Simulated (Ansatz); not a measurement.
`[NH2][Nb]([NH2])(=[S])[Cl]` and `[NH2][Nb]([OH])(=[S])[Cl]` differ in one atom or group.

Ansatz, PBE0-D4/def2-TZVP geometries, multiplicity 1. Each molecule was computed in one conformer, which needn't be the lowest.

Elements past krypton have def2 core potentials.

```json
{"property": "HOMO energy (PBE0/def2-TZVPP) / eV", "`[NH2][Nb]([NH2])(=[S])[Cl]`": "-7.65"}
{"property": "LUMO energy (PBE/def2-TZVPP) / eV", "`[NH2][Nb]([NH2])(=[S])[Cl]`": "-2.69"}
{"property": "HOMO–LUMO gap (ωB97M-V/def2-TZVPP) / eV", "`[NH2][Nb]([NH2])(=[S])[Cl]`": "9.87"}
{"property": "LUMO energy (PBE0/def2-TZVPP) / eV", "`[NH2][Nb]([NH2])(=[S])[Cl]`": "-1.95"}
{"property": "HOMO energy (B3LYP/def2-TZVPP) / eV", "`[NH2][Nb]([NH2])(=[S])[Cl]`": "-7.40"}
{"property": "zero-point energy (PBE0-D4/def2-TZVP) / kJ/mol", "`[NH2][Nb]([NH2])(=[S])[Cl]`": "140.2"}
```

(1) What does the change do to each property? (An estimate is asked.)

Results:

(1) Ansatz gave: 
```
                                      property  `[NH2][Nb]([OH])(=[S])[Cl]`  shift
            HOMO energy (PBE0/def2-TZVPP) / eV                        -7.78  -0.13
             LUMO energy (PBE/def2-TZVPP) / eV                        -2.90  -0.21
       HOMO–LUMO gap (ωB97M-V/def2-TZVPP) / eV                         9.79  -0.08
            LUMO energy (PBE0/def2-TZVPP) / eV                        -2.15  -0.20
           HOMO energy (B3LYP/def2-TZVPP) / eV                        -7.53  -0.13
zero-point energy (PBE0-D4/def2-TZVP) / kJ/mol                        109.1  -31.1
```

With PBE0 the HOMO falls by 0.13 eV and the LUMO falls by 0.20 eV, so the gap narrows by about 0.07 eV. PBE moves the HOMO by -0.14 eV and ωB97M-V by -0.12 eV. The zero-point energy changes by -31.1 kJ/mol with -3 modes.

Positive LUMOs are unbound, so they and the gaps depend on the basis.

B3LYP here is the variant with VWN-RPA as its local correlation; programs differ in this.
